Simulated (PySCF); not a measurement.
Worked example: chemical shift, span and skew from a shielding tensor

C4H8OSi, SMILES C[SiH]1CC(=O)C1. Atoms are numbered in the order given.

```xyz
14

C      2.5609     0.2852     0.0000
Si     0.8433    -0.4576     0.0000
C     -0.4652     0.2535     1.1999
C     -1.4156     0.1785     0.0000
O     -2.5842    -0.1227     0.0000
C     -0.4652     0.2535    -1.1999
H      2.5142     1.3857     0.0000
H      3.1282    -0.0327    -0.8896
H      3.1282    -0.0327     0.8896
H      0.8768    -1.9487     0.0000
H     -0.8395    -0.2112     2.1225
H     -0.1951     1.3071     1.4020
H     -0.1951     1.3071    -1.4020
H     -0.8395    -0.2112    -2.1225
```

Geometry optimised at r2SCAN-D4/def2-SVP. The structure was generated by enumeration, and PubChem lists no compound with its InChIKey, so it may never have been made.

GIAO shieldings from PySCF with KT2/pcSseg-1, non-relativistic, no solvent. The symmetric part of the tensor of C4 has the principal values -86.3, -9.3, 88.3 ppm. The same nucleus in TMS has σ = 185.1 ppm at this level (PySCF, at its B3LYP-D3(BJ)/def2-TZVP geometry).

Task: Work out the isotropic shielding, the ¹³C shift against TMS, the span and the skew.

Result: 
σ(iso) = (σ11 + σ22 + σ33)/3 = -2.4 ppm. δ = σ(ref) − σ(iso) = 185.1 − (-2.4) = 187.5 ppm.
Span Ω = σ33 − σ11 = 174.6 ppm. Skew κ = 3(σ(iso) − σ22)/Ω = 0.12. Tumbling in solution averages the tensor to δ; in a static solid the shielding alone would spread this spin-1/2 line over Ω.
